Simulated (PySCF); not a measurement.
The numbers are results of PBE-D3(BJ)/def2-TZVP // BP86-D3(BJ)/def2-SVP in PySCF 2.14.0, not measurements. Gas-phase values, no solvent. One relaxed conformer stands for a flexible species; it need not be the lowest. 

Reference species: [Hf(Cl)4] (neutral, multiplicity 1).

- LUMO: -3.06 eV
- charge on the central atom (Mulliken): 1.09 e

Changed species: [Hf(Cl)(OH)3] (3 of 4 Cl replaced by OH; the reference has 0 of 4 Cl replaced by OH).

**Question.** What does the change do to the LUMO and charge on the central atom (Mulliken)?

**Answer.** the LUMO goes up by 2.20 eV, to -0.86 eV; the charge on the central atom (Mulliken) goes up by 0.28 e, to 1.37 e.
